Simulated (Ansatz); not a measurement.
Two members of one family (Cyclo-(X2GeSe)n), computed with Ansatz in the gas phase. The two geometries come from different levels. Binding counts from free atoms in the multiplicity of their measured ground term, without zero-point energy. The structures are stationary points that may keep the symmetry of their start.

First: cyclo-(F2GeSe)2 (singlet, charge 0, r2SCAN-D4/def2-SVP geometry).

```xyz
8

Ge   -0.656    1.224    0.489
F    -0.220    2.234    1.816
F    -2.063    2.015   -0.121
Se    1.050    1.006   -1.108
Ge    0.657   -1.223   -0.488
F     0.216   -2.231   -1.817
F     2.062   -2.019    0.117
Se   -1.046   -1.006    1.112
```

```csv
level,HOMO (eV),LUMO (eV),gap (eV),binding per atom (eV)
PBE-D4/def2-SVP,-6.97,-3.64,3.34,3.85
PBE-D4/def2-TZVP,-7.08,-3.74,3.34,3.83
r2SCAN-D4/def2-TZVP,-7.42,-3.65,3.77,3.74
B3LYP-D4/6-31G,-8.35,-3.73,4.62,3.26
PBE0-D4/def2-SVP,-8.29,-2.91,5.37,3.64
```

Second: cyclo-(H2GeSe)2 (singlet, charge 0, PBE-D4/def2-SVP geometry).

```xyz
8

Ge   -0.8160   -0.4765    1.2373
H    -1.0227   -1.9598    1.6556
H    -1.5426    0.4683    2.2351
Se    1.5031    0.0723    1.0189
Ge    0.8160    0.4760   -1.2370
H     1.0162    1.9630   -1.6461
H     1.5465   -0.4592   -2.2414
Se   -1.5005   -0.0842   -1.0223
```

Question: Estimate how these quantities change from the first to the second (second minus first).

Answer: 
```
              level  Δ HOMO (eV)  Δ LUMO (eV)  Δ gap (eV)  Δ binding per atom (eV)
    PBE-D4/def2-SVP         1.17         1.25        0.08                    -1.05
   PBE-D4/def2-TZVP         1.17         1.17        0.00                    -1.03
r2SCAN-D4/def2-TZVP         1.23         1.23        0.00                    -0.93
     B3LYP-D4/6-31G         1.55         1.60        0.05                    -0.70
   PBE0-D4/def2-SVP         1.30         1.34        0.03                    -0.88
```
